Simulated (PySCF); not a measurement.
Magnetic shielding above rings: a mixed set.

NICS is the negative of the GIAO shielding at a point without a nucleus: at the ring centre (0) and 1 Å above and below it (1); zz is the component along the ring normal. Level: GIAO PBE0/pcSseg-1 (PySCF, non-relativistic, gas phase) on the GFN2-xTB geometries, one conformer each. Atom numbers follow the mapped SMILES.

Question: Order these rings by mean NICS(1)zz, lowest (most negative) first (ppm).
A. ring C5–C6–N7–C8 in `[CH3:1][SiH2:2][C:3](=[O:4])[CH:5]1[CH2:6][NH:7][CH2:8]1`
B. ring C4–C5–C8 in `[CH2:1]=[CH:2][CH2:3][C:4]1=[C:5]([CH2:6][F:7])[CH2:8]1`
C. ring N3–C4–C5–C6–C7 in `[CH2:1]=[C:2]([n:3]1[cH:4][cH:5][cH:6][cH:7]1)[Si@@H:8]([NH2:9])[F:10]`
D. ring C2–C3–C4–C6–C7–C8 in `[CH2:1]=[C:2]1[CH:3]=[C:4]([F:5])[CH2:6][CH2:7][CH2:8]1`
E. ring Si4–C5–C6–C7–N8 in `[CH2:1]=[CH:2][O:3][Si@@H:4]1[CH2:5][CH2:6][CH2:7][NH:8]1`
F. ring C5–C6–C7–C8–C9–N10 in `[CH3:1][NH:2][Si@H:3]([F:4])[c:5]1[cH:6][cH:7][cH:8][cH:9][n:10]1`

Answer: F (-28.4), C (-27.0), B (-14.7), E (-3.2), D (1.4), A (4.1).

```tsv
SMILES	ring	NICS(0)	NICS(1)	NICS(1)zz	HOMA	rms pucker (Å)	ring atoms with four or more neighbours
CN[Si@H](F)c1ccccn1	6-membered ring with N; formal bonds all aromatic	-6.8	-11.3	-28.4	1.00	0.00	0
C=C(n1cccc1)[Si@@H](N)F	5-membered ring with N; formal bonds all aromatic	-12.4	-10.3	-27.0	0.88	0.00	0
C=CCC1=C(CF)C1	3-membered carbocycle; formal bonds 1 double, 2 single	-30.1	-7.4	-14.7	–	0.00	1
C=CO[Si@@H]1CCCN1	5-membered ring with N and Si; formal bonds all single	-6.5	-3.5	-3.2	–	0.18	4
C=C1C=C(F)CCC1	6-membered carbocycle; formal bonds 1 double, 5 single	-2.0	-2.6	1.4	–	0.20	3
C[SiH2]C(=O)C1CNC1	4-membered ring with N; formal bonds all single	-1.9	0.5	4.1	–	0.07	3
```

NICS(0) gives another order. The isotropic NICS(1) gives the same order. HOMA uses Krygowski's 1993 parameters; it is left out where a ring has a four-coordinate atom, a triple bond, no multiple bond or a kind of bond without parameters. NICS(1) and NICS(1)zz are means over the two faces.
